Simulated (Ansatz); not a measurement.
Job for Ansatz (a quantum-chemistry and plane-wave program): U-CCSD(T)/def2-SVP on GaH2I (SMILES [GaH2][I]), a point of a bond scan (R = 8.039 Å). Elements past Kr take the def2 small-core potentials; no spin–orbit coupling. The run froze 23 orbitals, filled d shells among them.

Ansatz 0.2 input:
```yaml
crystal:
  periodic: [false, false, false]
  atoms:
    - {symbol: Ga, position_ang: [-0.82101660, -1.27596731, 0.21510403]}
    - {symbol: H, position_ang: [-0.27059022, -2.26514816, 1.28725685]}
    - {symbol: H, position_ang: [-2.09922929, -1.41786168, -0.66637083]}
    - {symbol: I, position_ang: [3.48601521, 5.41772411, -0.91332615]}
basis:
  gaussian:
    orbitals: def2-SVP
correlation: {method: ccsd_t, electrons: outside_noble_gas}
scf: {omitted_lower_state_checks: [cluster_reference]}
magnetization: {spin_polarized: true, initial_magnetization: 0}
```

Task: Predict the final total energy.

Result: -2220.9250 hartree (reference determinant -2220.7591, T1 diagnostic 0.009). Its determinant has ⟨S²⟩ = 1.01, a mixture of spin states.

Task: How many basis functions does it have, and what does it roughly cost on one machine?

Result: 68 functions; very roughly 17 core-seconds.
